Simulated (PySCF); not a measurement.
Species: 3-fluorostyrene, C₈H₇F.
Atom-mapped SMILES: `[CH2:1]=[CH:2][c:3]1[cH:4][cH:5][cH:6][c:7]([F:8])[cH:9]1` (hydrogens: H10, H11 on C1; H12 on C2; H13 on C4; H14 on C5; H15 on C6; H16 on C9)

The geometry is computed with GFN2-xTB (gas phase).

(1) Give the optimised bond lengths and angles.

Results:

(1) 
| bond | length (Å) |
| --- | --- |
| C1=C2 | 1.327 |
| C2–C3 | 1.458 |
| C3–C4 | 1.397 |
| C4–C5 | 1.382 |
| C5–C6 | 1.384 |
| C6–C7 | 1.383 |
| C7–F8 | 1.352 |
| C7–C9 | 1.379 |
| C3–C9 | 1.395 |
| C1–H10 | 1.076 |
| C1–H11 | 1.076 |
| C2–H12 | 1.083 |
| C4–H13 | 1.080 |
| C5–H14 | 1.080 |
| C6–H15 | 1.078 |
| C9–H16 | 1.078 |

A selection of angles:
| angle | degrees |
| --- | --- |
| C1–C2–C3 | 126.7 |
| C2–C3–C4 | 118.9 |
| C2–C3–C9 | 122.8 |
| C4–C3–C9 | 118.3 |
| C3–C4–C5 | 121.3 |
| C4–C5–C6 | 120.4 |
| C5–C6–C7 | 118.0 |
| C6–C7–F8 | 118.8 |
| C6–C7–C9 | 122.6 |
| F8–C7–C9 | 118.6 |
| C3–C9–C7 | 119.4 |

Torsions: C1–C2–C3–C4 180° (antiperiplanar).

Of the pairs four or more bonds apart, H10···H16 is among the closest relative to their van der Waals radii: 2.17 Å, 90 % of the sum of Bondi's values. The 6-membered ring C3–C4–C5–C6–C7–C9 has internal angles of 118.0° to 122.6° (sum 720°, against 720° for a flat polygon); it is planar, 0.00 Å rms from its mean plane, widest ring torsion 0°. The 8 C–C bonds span 1.327 Å (C1=C2, drawn double) to 1.458 Å (C2–C3, drawn single), a spread of 0.131 Å. The 9 heavy atoms lie in one plane (0.001 Å rms).

Point group: Cs (tolerance 0.08 Å). GFN2-xTB frequencies: not computed here. The numbers are those of one conformer.
